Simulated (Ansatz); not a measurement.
Cost and result for the atomization energy of `[BH2][Zn][SiH2][ZnH]` (9 atoms, 8 bonds).

```
atom   x (Å)   y (Å)   z (Å)
  B1   1.661  -1.902   1.671
 Zn2   0.294  -0.604   0.765
 Si3  -1.250   0.874  -0.292
 Zn4  -0.609   1.737  -2.404
  H5   1.718  -3.070   1.400
  H6   2.446  -1.538   2.503
  H7  -1.533   2.036   0.613
  H8  -2.568   0.179  -0.462
  H9  -0.158   2.288  -3.793
```

The species carries charge 0 and has multiplicity 1. For Zn the d shell is correlated and the shells below it are frozen. Scalar relativity is left out up to krypton. The geometry is a stationary point of PBE0-D4/def2-TZVP. It is one conformer, not always the lowest. Program: Ansatz. All runs use 2 threads of an AMD EPYC 7R13 on a shared host and a share of an NVIDIA H100 80 GB. Times are those of one run each, without the atoms' runs, and a repeat can differ threefold. Electronic energies, without spin–orbit coupling; frozen cores. CCSD(T)/CBS adds CCSD(T) − MP2 in def2-TZVPP to the MP2 limit, and its time is that of the two runs behind it. T1 = 0.015. With those shells the extrapolation isn't a true limit. B3LYP takes the VWN-RPA correlation (the form of Gaussian; ORCA's B3LYP/G).

CCSD(T)/CBS is a level of theory with its own doubt, some kJ/mol a heavy atom from the limit and from the frozen cores, so smaller differences don't rank the functionals.

```csv
level,functions,wall time
revPBE-D4/def2-TZVPP,271,1.6 s
PBE0-D4/def2-TZVPP,271,1.6 s
LDA (SPW92)/def2-TZVPP,271,1.7 s
CCSD(T)/def2-SVP,119,1.8 s
BLYP-D4/def2-TZVPP,271,2 s
r2SCANh-D4/def2-TZVPP,271,2.5 s
BHLYP-D4/def2-TZVPP,271,2.5 s
B97M-V/def2-TZVPP,271,2.6 s
B3LYP-D4/def2-TZVPP (with forces),271,2.6 s
ωB97X-V/def2-TZVPP,271,2.8 s
MP2/def2-QZVPP,477,3.5 s
CCSD(T)/def2-TZVPP,271,5.5 s
CCSD(T)/CBS(def2),–,9 s
```

**Question.** What atomization energy does each give, and how far from CCSD(T)/CBS? (Estimate.)

**Answer.** Ansatz gave: 
```
                            level  atomization (kcal/mol)  difference from CCSD(T)/CBS  per bond
             revPBE-D4/def2-TZVPP                   475.4                         -7.8      -1.0
               PBE0-D4/def2-TZVPP                   486.4                          3.2       0.4
           LDA (SPW92)/def2-TZVPP                   547.0                         63.8       8.0
                 CCSD(T)/def2-SVP                   454.8                        -28.4      -3.6
               BLYP-D4/def2-TZVPP                   472.4                        -10.8      -1.4
            r2SCANh-D4/def2-TZVPP                   495.0                         11.8       1.5
              BHLYP-D4/def2-TZVPP                   479.4                         -3.8      -0.5
                B97M-V/def2-TZVPP                   490.4                          7.2       0.9
B3LYP-D4/def2-TZVPP (with forces)                   481.5                         -1.7      -0.2
               ωB97X-V/def2-TZVPP                   496.2                         13.0       1.6
                   MP2/def2-QZVPP                   480.8                         -2.4      -0.3
               CCSD(T)/def2-TZVPP                   471.9                        -11.3      -1.4
                CCSD(T)/CBS(def2)                   483.2                          0.0       0.0
```

From PBE to PBE0 (25 % exact exchange), in def2-TZVPP and without D4, the atomization energy moves by +2.1 kcal/mol. The D4 term adds +6.6 kcal/mol with B3LYP and +3.5 kcal/mol with PBE0; it sums over pairs of atoms, weighted by their polarisabilities, and B3LYP, whose exchange is more repulsive, gets the larger term. Leaving LDA and LC-ωPBE aside and taking each functional with its dispersion term where it has one, the values, not all of them listed here, spread over 24.3 kcal/mol, from BLYP-D4 to r2SCAN-D4. LDA lies +66.1 kcal/mol from PBE without D4, its usual overbinding.
